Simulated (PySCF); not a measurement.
**Stretching SmN**

Set-up: Sm x2c-TZVPall, N x2c-TZVPall; spin-free X2C with a Gaussian nucleus (PySCF 2.14). Energies in eV from Sm (4f6 6s2) + N in their ground configurations at the same level. All curves are PBE0. state 1: sextet, about 5.5 electrons in the 4f shell (Mulliken), real f orbitals that mix terms; state 2: octet, about 5.7 electrons in the 4f shell (Mulliken), real f orbitals that mix terms, a second solution, started from another occupation; state 3: octet, about 5.3 electrons in the 4f shell (Mulliken), real f orbitals that mix terms, a second solution, started from another occupation.

```json
{"R (Å)": "1.509", "state 1": "-1.319", "state 2": "0.361", "state 3": "0.778"}
{"R (Å)": "1.579", "state 1": "-2.175", "state 2": "-0.768", "state 3": "-0.330"}
{"R (Å)": "1.650", "state 1": "-2.639", "state 2": "-1.535", "state 3": "-1.062"}
{"R (Å)": "1.702", "state 1": "-2.798", "state 2": "-1.924", "state 3": "-1.415"}
{"R (Å)": "1.755", "state 1": "-2.836", "state 2": "-2.185", "state 3": "-1.634"}
{"R (Å)": "1.808", "state 1": "-2.786", "state 2": "-2.339", "state 3": "-1.742"}
{"R (Å)": "1.878", "state 1": "-2.625", "state 2": "-2.409", "state 3": "-1.753"}
{"R (Å)": "1.966", "state 1": "-2.353", "state 2": "-2.332", "state 3": "-1.627"}
{"R (Å)": "2.071", "state 1": "-1.995", "state 2": "-2.068", "state 3": "-1.405"}
{"R (Å)": "2.211", "state 1": "-1.469", "state 2": "-1.536", "state 3": "-1.190"}
```

Problem. Put a parabola through the three lowest points of the state 1 curve and estimate Re, k and ωe (reduced mass 12.82 u; 1 eV/Å² = 0.16022 mdyn/Å; ωe = 1302.8·√(k/μ) cm⁻¹).

Solution. Through R = 1.702, 1.755, 1.808 Å the second-order coefficient is 15.7 eV/Å², so Re ≈ 1.751 Å, k ≈ 5.02 mdyn/Å and ωe ≈ 815 cm⁻¹. A polynomial fit of higher order to the unrounded PBE0 energies gives Re = 1.749 Å, k = 5.35 mdyn/Å, ωe = 841 cm⁻¹; anharmonicity and rounding make the difference.

The higher-order fit for each curve: state 1: Re = 1.749 Å, ωe = 841 cm⁻¹, De = 2.84 eV; state 2: Re = 1.881 Å, ωe = 713 cm⁻¹, minimum 2.41 eV below the ground-state fragments; state 3: Re = 1.847 Å, ωe = 734 cm⁻¹, minimum 1.76 eV below the ground-state fragments.

⟨S²⟩ of the unrestricted solution departs from its pure value on part of the curve, where spin states mix. Spin–orbit coupling is left out, which matters for elements this heavy, above all for dissociation energies. With d or f electrons several states lie close, and the lowest PBE0 determinant need not be the measured ground state.
